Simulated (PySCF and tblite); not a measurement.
The numbers below are computed, except where a source is named.
Stationary points of C8H8 at GFN2-xTB, in Å:

Structure A

```
 1 C     1.357   -1.339    2.080
 2 C     1.355   -0.697    0.918
 3 C     0.334   -0.771   -0.120
 4 C    -0.812   -1.560   -0.008
 5 C    -1.749   -1.594   -1.023
 6 C    -1.565   -0.843   -2.172
 7 C    -0.433   -0.055   -2.300
 8 C     0.504   -0.021   -1.286
 9 H     0.569   -2.006    2.382
10 H     2.163   -1.217    2.784
11 H     2.184   -0.040    0.683
12 H    -0.973   -2.151    0.879
13 H    -2.630   -2.211   -0.918
14 H    -2.300   -0.872   -2.964
15 H    -0.281    0.534   -3.193
16 H     1.385    0.597   -1.392
```

Structure B

```
 1 C     1.887   -0.561    1.994
 2 C     1.046    0.369    1.584
 3 C     0.184    0.227    0.392
 4 C    -1.089   -0.320    0.505
 5 C    -1.897   -0.450   -0.611
 6 C    -1.442   -0.035   -1.851
 7 C    -0.175    0.511   -1.971
 8 C     0.633    0.642   -0.856
 9 H     1.991   -1.496    1.468
10 H     2.504   -0.431    2.868
11 H     0.950    1.306    2.122
12 H    -1.442   -0.646    1.473
13 H    -2.884   -0.878   -0.512
14 H    -2.073   -0.137   -2.721
15 H     0.185    0.835   -2.937
16 H     1.623    1.065   -0.949
```

Geometries: GFN2-xTB; energies: revPBE/pcSseg-1 + D3(BJ); zero-point and thermal terms from GFN2-xTB harmonic modes (soft modes blended into free rotors).

Which structure is a saddle point, and along which motion?

B: one imaginary mode (107i cm⁻¹ at GFN2-xTB, mostly on C1, H9, H11), along the rotation about the C3–C2 bond (torsion C4–C3–C2–C1 from 0° to 180°, rising).

Give their symmetry and energies above the lowest.

A Cs, 0.0 kcal/mol; B Cs, 4.3 kcal/mol.
